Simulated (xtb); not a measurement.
xtb input (GFN1-xTB):

```bash
xtb mol.xyz --gfn 1 --opt tight --chrg 0 --uhf 0
```
mol.xyz:
```
2

Al    -0.00000000    -0.00000000    -2.06753599
I      0.00000000     0.00000000     0.50713147
```

End of the output:

```
         :::::::::::::::::::::::::::::::::::::::::::::::::::::
         ::                     SUMMARY                     ::
         :::::::::::::::::::::::::::::::::::::::::::::::::::::
         :: total energy              -5.306417976207 Eh    ::
         :: gradient norm              0.000000042767 Eh/a0 ::
         :: HOMO-LUMO gap              6.631070573617 eV    ::
         ::.................................................::
         :: SCC energy                -5.312213207433 Eh    ::
         :: -> electrostatic           0.002815173635 Eh    ::
         :: repulsion energy           0.006352396987 Eh    ::
         :: dispersion energy         -0.000557165761 Eh    ::
         :: halogen bond corr.         0.000000000000 Eh    ::
         :: add. restraining           0.000000000000 Eh    ::
         :: total charge               0.000000000000 e     ::
         :::::::::::::::::::::::::::::::::::::::::::::::::::::

           -------------------------------------------------
          |                Property Printout                |
           -------------------------------------------------

    * Orbital Energies and Occupations

         #    Occupation            Energy/Eh            Energy/eV
      -------------------------------------------------------------
         1        2.0000           -0.8453062             -23.0020
         2        2.0000           -0.4963923             -13.5075
         3        2.0000           -0.4051915             -11.0258
         4        2.0000           -0.4051915             -11.0258
         5        2.0000           -0.3848247             -10.4716 (HOMO)
         6                         -0.1411373              -3.8405 (LUMO)
         7                         -0.1411373              -3.8405
         8                         -0.0842537              -2.2927
         9                         -0.0842537              -2.2927
        10                         -0.0708816              -1.9288
        11                         -0.0330818              -0.9002
        12                         -0.0330818              -0.9002
        13                         -0.0178574              -0.4859
        14                         -0.0178574              -0.4859
        15                          0.0416444               1.1332
        16                          0.1464868               3.9861
       ...                                ...                  ...
        18                          0.5244458              14.2709
      -------------------------------------------------------------
                  HL-Gap            0.2436874 Eh            6.6311 eV
             Fermi-level           -0.2629810 Eh           -7.1561 eV

  Mulliken/CM5 charges         n(s)   n(p)   n(d)
     1Al    0.11531  0.06470   1.969  0.556  0.360
     2I    -0.11531 -0.06470   1.953  5.168 -0.005

Wiberg/Mayer (AO) data.
largest (>0.10) Wiberg bond orders for each atom

 ---------------------------------------------------------------------------
     #   Z sym  total        # sym  WBO       # sym  WBO       # sym  WBO
 ---------------------------------------------------------------------------
     1  13 Al   1.493 --     2 I    1.493
     2  53 I    1.493 --     1 Al   1.493
 ---------------------------------------------------------------------------

Topologies differ in total number of bonds
Writing topology from bond orders to xtbtopo.mol

 dipole moment from electron density (au)
     X       Y       Z
  -0.0000   0.0000  -1.9795  total (Debye):    5.031

           -------------------------------------------------
          |                Geometry Summary                 |
           -------------------------------------------------

      molecular mass/u    :      153.8860104
   center of mass at/Å    :        0.0000000      -0.0000000       0.0638970
  moments of inertia/u·Å² :       -0.2690809E-49   0.1504040E+03   0.1504040E+03
rotational constants/cm⁻¹ :       -0.6264893E+51   0.1120823E+00   0.1120823E+00

 * 1 selected distances

     #   Z          #   Z                                           value/Å
     0   0          0   0                                         0.0000000 (max)

 * 0 distinct bonds (by element types)

   Z      Z             #   av. dist./Å        max./Å        min./Å
Note: The following floating-point exceptions are signalling: IEEE_DENORMAL
normal termination of xtb

optimized geometry written to: xtbopt.xyz

           -------------------------------------------------
          | TOTAL ENERGY               -5.306417976207 Eh   |
          | GRADIENT NORM               0.000000042767 Eh/α |
          | HOMO-LUMO GAP               6.631070573617 eV   |
           -------------------------------------------------

------------------------------------------------------------------------
------------------------------------------------------------------------
 total:
 SCF:
 ANC optimizer:
```
